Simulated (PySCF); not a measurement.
# NMR parameters of WOCl4

WOCl4, Cl4OW, point group C4v.

Geometry:
| atom | x (Å) | y (Å) | z (Å) |
| --- | --- | --- | --- |
| W1 | 0.000 | 0.000 | 0.093 |
| O2 | 0.000 | -0.008 | 1.761 |
| Cl3 | 2.230 | 0.005 | -0.463 |
| Cl4 | -0.003 | 2.233 | -0.452 |
| Cl5 | -2.230 | -0.001 | -0.464 |
| Cl6 | 0.003 | -2.228 | -0.474 |

GIAO calculations in PySCF on the PBE0-D3(BJ)/def2-SVP structure: isolated species, scalar relativity only through the core potential, equivalent atoms averaged; basis pcSseg-1 (def2-TZVP on W).

Problem. Give the isotropic shieldings (ppm) with B3LYP, PBE0.

Solution. 
```
             atoms           environment   B3LYP    PBE0
   Cl3/Cl4/Cl5/Cl6  chlorine bonded to W     296     328
                O2    oxygen bonded to W  -579.4  -588.7
HOMO–LUMO gap (eV)                     –    3.50    3.92
```

Problem. And the chemical shifts, against references computed in the same way?

Solution. 
```
          atoms  nucleus, reference  B3LYP   PBE0
Cl3/Cl4/Cl5/Cl6           ³⁵Cl, HCl    634    615
             O2            ¹⁷O, H2O  913.4  923.3
```

Problem. Which part of the shielding of Cl3/Cl4/Cl5/Cl6 depends on the functional?

Solution. Diamagnetic: B3LYP 1148, PBE0 1147 ppm; paramagnetic: B3LYP -851, PBE0 -819 ppm. The diamagnetic part, set mainly by inner electrons, hardly moves; the paramagnetic part goes with low-lying magnetically allowed excitations and carries the spread.

W is described by an effective core potential, so it has no shielding of its own here; spin–orbit effects on the atoms bonded to it, which can be large, are absent, and the values of these neighbours are rough. Unscaled 17O shifts of doubly bonded oxygen tend to come out too high, by tens of ppm or more. Experimental scales use liquid or dissolved standards, which lie at an offset from isolated H2O (liquid H2O: subtract about 36 ppm).
